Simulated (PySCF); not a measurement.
# Trend along group 14: MBr molecules

MP2 with triple-zeta basis sets in PySCF, for the lowest determinant that a PBE0 search found; no spin–orbit coupling. De refers to high-spin ground-configuration atoms.

| M | basis | reference, frozen orbitals | state (unpaired electrons) | Re (Å) | ωe (cm⁻¹) | De (eV) |
| --- | --- | --- | --- | --- | --- | --- |
| C | def2-TZVPP | UHF, 10 | doublet (π ↑) | 1.804 | 765 | 3.47 |
| Si | def2-TZVPP | UHF, 14 | doublet (π ↑) | 2.225 | 431 | 3.83 |
| Sn | def2-TZVPP | UHF, 13 | doublet (π ↑) | 2.503 | 250 | 3.49 |
| Pb | def2-TZVPP | UHF, 13 | doublet (π ↑) | 2.598 | 218 | 3.41 |

(1) The row for M = Ge is missing. Estimate Re, ωe and De as the mean of the rows for Si and Sn, and compare with the calculation.

Correlated steps freeze the inner cores (10 to 18 orbitals); shallow outer-core shells are correlated. These are scalar-relativistic numbers at best; spin–orbit coupling would shift them, the dissociation energy most. States were picked by a PBE0 search and need not be the measured ground states.

Results:

(1) The means are 2.364 Å, 340 cm⁻¹ and 3.66 eV. UHF-MP2 in def2-TZVPP gives GeBr as a doublet (π ↑) with Re = 2.313 Å, ωe = 307 cm⁻¹, De = 3.62 eV, so the estimate is off by +5.1 pm, +11 % and +0.04 eV.
